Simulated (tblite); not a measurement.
Isomers of C6H11BO2. Level: GFN2-xTB in tblite, geometry and Hessian alike; calculated harmonic values, unscaled, isolated species. The method is semi-empirical: single wavenumbers can be off by several per cent or more. Modes of hydrogen on boron can be 10 to 20 % off. One conformer each.

Electronic energies: GFN2-xTB at the same geometries; isomer energies are rough at this level and their order can be wrong.

| SMILES | electronic energy, lowest = 0 (kJ/mol) |
| --- | --- |
| CC(C)C1=[O+][BH2-]OC=C1 | 66.6 |
| CC(C)(C)C#CB(O)O | 101.9 |
| C=CCC1COBOC1 | 12.6 |
| C=CC[C@@H]1CCOBO1 | 7.1 |
| C=C(C)C1COBOC1 | 0.0 |

Q: How do GFN2-xTB zero-point energies change the relative energies?

A: 
```csv
SMILES,ZPE (kJ/mol),of it from modes above 1550 cm⁻¹,electronic (kJ/mol),"with ZPE, lowest = 0 (kJ/mol)",lowest mode (cm⁻¹),rings
C=C(C)C1COBOC1,431.4,205.3,0.0,0.0,35,1
C=CC[C@@H]1CCOBO1,431.5,205.2,7.1,7.2,42,1
C=CCC1COBOC1,431.8,204.6,12.6,13.1,45,1
CC(C)C1=[O+][BH2-]OC=C1,423.6,202.7,66.6,58.7,35,1
CC(C)(C)C#CB(O)O,425.6,220.6,101.9,96.1,3i,0
```

The zero-point energies span 8.2 kJ/mol, from `CC(C)C1=[O+][BH2-]OC=C1` to `C=CCC1COBOC1`. Slightly imaginary modes are left out of the zero-point energy: `CC(C)(C)C#CB(O)O` 3.0i cm⁻¹. The order is unchanged.

Q: What do entropy and thermal enthalpy add at 298.15 K and 1 bar (rigid rotor, harmonic oscillator, one conformer each)?

A: 
```
                 SMILES  point group  symmetry number  S (J/(mol K))  H − H(0) (kJ/mol)  ZPE + H − H(0) − TS (kJ/mol)
         C=C(C)C1COBOC1           C1                1          393.1              26.61                         340.8
      C=CC[C@@H]1CCOBO1           C1                1          396.6              26.40                         339.7
           C=CCC1COBOC1           C1                1          395.3              26.41                         340.4
CC(C)C1=[O+][BH2-]OC=C1           Cs                1          411.1              28.70                         329.7
```

Not tabulated: `CC(C)(C)C#CB(O)O` (lowest mode only 3i cm⁻¹).
